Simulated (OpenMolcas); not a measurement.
**Computed levels of S²⁺**

```yaml
Program: OpenMolcas 26.06
Method: "XMS-CASPT2, IPEA 0.25 Eh, imaginary shift 0.1 Eh (closed shells correlated: 2s 2p 3s)"
Basis: ANO-RCC-VTZP [5s4p2d1f]
Scalar_Hamiltonian: DKH2, point nucleus
Active_space: 2 electrons in 3 orbitals (3p)
State_averaging: 2S+1 = 3 even, 3 roots; 2S+1 = 1 even, 6 roots
Spin-orbit_coupling: RASSI with atomic mean-field integrals over the reference wave functions, term energies averaged over their components
```

Spin-free terms above the lowest, with the occupations of the reference:

```tsv
Configuration	Term	E (cm⁻¹)	Occupations
3s² 3p²	³P	0.0	3p 2.00
3s² 3p²	¹D	10720	3p 2.00
3s² 3p²	¹S	27660	3p 2.00
```

With spin-orbit coupling, above the lowest level:

| Configuration | Term | J | E (cm⁻¹) | Measured (cm⁻¹) | Term weight % |
| --- | --- | --- | --- | --- | --- |
| 3s² 3p² | ³P | 0 | 0.0 | 0.0 | 100 |
| 3s² 3p² | ³P | 1 | 272 | 299 | 100 |
| 3s² 3p² | ³P | 2 | 768 | 833 | 100 |
| 3s² 3p² | ¹D | 2 | 11260 | 11323 | 100 |
| 3s² 3p² | ¹S | 0 | 28200 | 27161 | 100 |

Against the 4 measured excited levels shown (NIST levels in Podobedova, Kelleher and Wiese, J. Phys. Chem. Ref. Data 38, 171 (2009)) the mean absolute deviation is 300 cm-1; the largest miss in energy is 3s² 3p² ¹S₀: computed 28200, measured 27161 cm⁻¹ (+3.8 %), and the largest in proportion 3s² 3p² ³P₁ (-8.9 %).

Spin-orbit coupling puts the lowest level 526 cm⁻¹ below the lowest spin-free term.

For ³P the intervals divided by the larger J are 272.0, 248.1 cm-1. Landé's interval rule makes them equal in pure LS coupling; they differ by 9 % of their mean. The multiplet is regular.

Term energies are means over components that CASPT2 splits; among the terms shown or strongly mixed into the levels shown the widest spread is 440 cm-1 (3s² 3p² ¹D). With the s shell closed, the reference lacks s² → p² mixing. Computed and measured levels are paired by configuration, term and J; levels that our copy of the source lacks, or whose pairing is in doubt (as where it misses far off the trend of its configuration), stay unpaired and out of the deviations. Only configurations of the active space appear.

The term weight is that of the spin-free term in the level, not the purity of its configuration.
